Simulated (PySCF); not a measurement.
## Cl⁺: ionisation energy

Cl⁺ [Ne] 3s2 3p4 (3P) → Cl²⁺ [Ne] 3s2 3p3 (4S), as a difference of total energies. Computed with PySCF 2.14 in x2c-TZVPPall, with scalar relativity by spin-free X2C-1e. Correlated levels: valence and next inner shell: 1s2 frozen. The calculations carry no spin-orbit coupling.

```
                                method  ionisation energy (eV)
                                   UHF                  22.573
    MP2 (valence and next inner shell)                  23.351
SCS-MP2 (valence and next inner shell)                  23.425
   CCSD (valence and next inner shell)                  23.461
CCSD(T) (valence and next inner shell)                  23.491
```

Question: How much does correlation contribute at CCSD(T) (valence and next inner shell)?

Answer: 23.491 − (22.573) = 0.918 eV, measured against UHF.

Errors of the correlated levels include the incompleteness of this basis and the frozen core.

For comparison: 23.771 eV (measured; NIST levels, between the centres of gravity of the two terms).
